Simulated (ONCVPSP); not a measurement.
# tin, ONCV: configuration errors across variants

- Element: Sn (Z = 50)
- Generator: ONCVPSP 4.0.1
- Type: optimised norm-conserving Vanderbilt (ONCV)
- Functional: revPBE
- Relativity: scalar-relativistic
- Frozen core: [Kr]
- Valence charge: 14
- Reference configuration: 4d10 5s1 5p3
- Partial waves: 5s: rc 1.65 bohr, ncon 4, nbas 8, qcut 3.6 1/bohr, 2 projectors, debl 2.7 Ha; 5p: rc 2.00 bohr, ncon 3, nbas 6, qcut 4.6 1/bohr, 3 projectors, debl 2.9 Ha; 4d: rc 1.65 bohr, ncon 3, nbas 8, qcut 8.1 1/bohr, 2 projectors, debl 3.6 Ha
- Local potential: polynomial inside 1.60 bohr (lpopt 5, dvloc0 2 Ha)
- Core correction: Teter function, fcfact 4.25, rcfact 1.1

All-electron excitation energies from the reference (eV): (1) 4d10 5s2 5p2 -6.957; (2) 4d10 5s2 5p1 -0.151; (3) 4d10 5s2 5p0 13.695; (4) 4d9 5s2 5p3 17.536.

A true bound ghost makes a file unfit for plane-wave use even where its test errors are small: the radial tests pick states by their node count and pass the ghost by.

Errors AE − PS in meV (a dash: test not solved or not reliable):

```csv
change,(1),(2),(3),(4),bound ghosts,GHOST(+) flags above zero
base,-0.1,-4.2,-9.4,-116,none,"s, p"
p: debl 0.2,-0.6,-5.0,-12,–,p,"s, p"
p: debl 0.3,-0.2,-4.3,-9.5,-118,p,"s, p"
p: debl 0.45,-0.2,-4.3,-9.6,-118,p,"s, p"
p: debl 0.8,-0.2,-4.3,-9.6,-118,p,"s, p"
p: debl 2.05,-0.2,-4.3,-9.7,-117,p,s
p: debl 3.15,-0.1,-4.2,-9.5,-116,none,"s, p"
p: debl 4.8,-0.1,-4.2,-9.8,-116,none,"s, p"
```

(1) Give the same row for: p: debl 1.15.

Results:

(1) -0.2, -4.3, -9.6, -117; bound ghosts: p; GHOST(+) flags above zero: s, p.
